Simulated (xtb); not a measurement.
Cl₂Fe, charge +1, doublet, geometry from GFN2-xTB of the parent state (such geometries of metal compounds can be far from the true shape) (a state made from the parent by changing its charge; the spin is typed, not shown lowest); GFN1-xTB run with xtb.

The xtb input:
```
$ xtb mol.xyz --gfn 1 --chrg 1 --uhf 1 --json

# file mol.xyz
3

Fe    -0.40815377     0.20857746    -0.36293014
Cl     1.54992816     0.14750098    -0.93808064
Cl    -0.92569298    -0.46650180     1.49315026
```

Output, abridged:

```
   ID    Z sym.   atoms
    1   26 Fe     1
    2   17 Cl     2, 3

           -------------------------------------------------
          |                Calculation Setup                |
           -------------------------------------------------

           -------------------------------------------------
          |                 G F N 1 - x T B                 |
           -------------------------------------------------

          ...................................................
          :                      SETUP                      :
          :.................................................:
          :  # basis functions                  30          :
          :  # atomic orbitals                  27          :
          :  # shells                            9          :
          :  # electrons                        21          :
          :  # halogen bonds                     0          :
          :  max. iterations                   250          :
          :  Hamiltonian                  GFN1-xTB          :
          :  restarted?                      false          :
          :  GBSA solvation                  false          :
          :  PC potential                    false          :
          :  electronic temp.          300.0000000     K    :
          :  accuracy                    1.0000000          :
          :  -> integral cutoff          0.2500000E+02      :
          :  -> integral neglect         0.1000000E-07      :
          :  -> SCF convergence          0.1000000E-05 Eh   :
          :  -> wf. convergence          0.2000000E-04 e    :
          :  Broyden damping             0.4000000          :
          :  net charge                          1          :
          :  unpaired electrons                  1          :
          ...................................................

 iter      E             dE          RMSdq      gap      omega  full diag
   1      6.9280403  0.692804E+01  0.468E+01    1.99       0.0  T
   2     26.1838756  0.192558E+02  0.548E+01    0.02       1.0  T
   3      2.6788999 -0.235050E+02  0.289E+01    0.10       1.0  T
   4      6.5358122  0.385691E+01  0.417E+01    1.84       1.0  T
   5     -9.5917565 -0.161276E+02  0.175E+01    0.19       1.0  T
   6     -8.8216369  0.770120E+00  0.195E+01    0.18       1.0  T
   7     10.4460928  0.192677E+02  0.364E+01    0.09       1.0  T
   8     -9.7514635 -0.201976E+02  0.151E+01    0.19       1.0  T
   9    -10.8874696 -0.113601E+01  0.965E+00    0.13       1.0  T
  10    -10.3522868  0.535183E+00  0.116E+01    0.18       1.0  T
  11     -9.2522550  0.110003E+01  0.141E+01    0.18       1.0  T
  12    -10.8776852 -0.162543E+01  0.771E+00    0.03       1.0  T
  13     -4.8181356  0.605955E+01  0.277E+01    0.84       1.0  T
  14     -5.6115815 -0.793446E+00  0.262E+01    0.80       1.0  T
  15     -5.3681230  0.243458E+00  0.266E+01    0.81       1.0  T
  16     -5.4401917 -0.720687E-01  0.265E+01    0.81       1.0  T
  17     -6.3914581 -0.951266E+00  0.254E+01    0.77       1.0  T
  18     -8.1420297 -0.175057E+01  0.219E+01    0.46       1.0  T
  19     -6.1679524  0.197408E+01  0.253E+01    0.79       1.0  T
  20     -8.5516715 -0.238372E+01  0.199E+01    0.39       1.0  T
  21     -7.5010840  0.105059E+01  0.221E+01    0.59       1.0  T
  22     -7.7443136 -0.243230E+00  0.212E+01    0.54       1.0  T
  23    -10.4141790 -0.266987E+01  0.737E+00    0.17       1.0  T
  24     -9.6820848  0.732094E+00  0.104E+01    0.18       1.0  T
  25    -10.9229177 -0.124083E+01  0.207E+00    0.11       1.0  T
  26    -10.3052158  0.617702E+00  0.105E+01    0.10       1.0  T
  27    -10.8733456 -0.568130E+00  0.439E+00    0.02       1.0  T
  28    -10.9045134 -0.311678E-01  0.233E+00    0.11       1.0  T
  29    -10.9471949 -0.426815E-01  0.278E+00    0.06       1.0  T
  30    -10.8445695  0.102625E+00  0.478E+00    0.01       1.0  T
  31    -10.9427256 -0.981561E-01  0.237E+00    0.05       1.0  T
[...]
         :: total energy             -10.940470501646 Eh    ::
[...]
         :: -> electrostatic           0.134538784040 Eh    ::
         :: repulsion energy           0.015874343749 Eh    ::
         :: dispersion energy         -0.000993307672 Eh    ::
         :: halogen bond corr.         0.000000000000 Eh    ::
         :: add. restraining           0.000000000000 Eh    ::
         :: total charge               1.000000000008 e     ::
         :::::::::::::::::::::::::::::::::::::::::::::::::::::

           -------------------------------------------------
          |                Property Printout                |
           -------------------------------------------------

    * Orbital Energies and Occupations

         #    Occupation            Energy/Eh            Energy/eV
      -------------------------------------------------------------
         1        2.0000           -1.2129283             -33.0055
         2        2.0000           -1.2042666             -32.7698
         3        2.0000           -0.7497742             -20.4024
         4        2.0000           -0.7446624             -20.2633
         5        2.0000           -0.7440970             -20.2479
         6        2.0000           -0.7435800             -20.2338
         7        2.0000           -0.7330628             -19.9477
         8        2.0000           -0.7253707             -19.7383
         9        2.0000           -0.7009394             -19.0735
        10        2.0000           -0.7006926             -19.0668
        11        0.8120           -0.6817889             -18.5524 (HOMO)
        12        0.1881           -0.6790102             -18.4768 (LUMO)
        13                         -0.6629248             -18.0391
        14                         -0.4952669             -13.4769
        15                         -0.4130970             -11.2409
        16                         -0.3415784              -9.2948
        17                         -0.3393445              -9.2340
        18                         -0.3370090              -9.1705
        19                         -0.3369604              -9.1692
        20                         -0.3368014              -9.1648
        21                         -0.3367888              -9.1645
        22                         -0.3237264              -8.8090
       ...                                ...                  ...
        27                          0.1945549               5.2941
      -------------------------------------------------------------
                  HL-Gap            0.0027787 Eh            0.0756 eV
             Fermi-level           -0.6856968 Eh          -18.6588 eV

  Mulliken/CM5 charges         n(s)   n(p)   n(d)
     1Fe    0.10044  0.24547   0.178  0.826  6.895
     2Cl    0.44978  0.37727   1.889  4.673 -0.012
     3Cl    0.44978  0.37727   1.889  4.673 -0.012

Wiberg/Mayer (AO) data.
largest (>0.10) Wiberg bond orders for each atom

 ---------------------------------------------------------------------------
     #   Z sym  total        # sym  WBO       # sym  WBO       # sym  WBO
 ---------------------------------------------------------------------------
     1  26 Fe   3.778 --     3 Cl   1.889     2 Cl   1.889
     2  17 Cl   2.107 --     1 Fe   1.889     3 Cl   0.218
     3  17 Cl   2.107 --     1 Fe   1.889     2 Cl   0.218
 ---------------------------------------------------------------------------

Topologies differ in total number of bonds
Writing topology from bond orders to xtbtopo.mol

 dipole moment from electron density (au)
     X       Y       Z
  -0.1539   0.0786  -0.1368  total (Debye):    0.560

           -------------------------------------------------
          | TOTAL ENERGY              -10.940470501646 Eh   |
          | GRADIENT NORM               0.081046048816 Eh/α |
          | HOMO-LUMO GAP               0.075612554822 eV   |
           -------------------------------------------------

normal termination of xtb
```
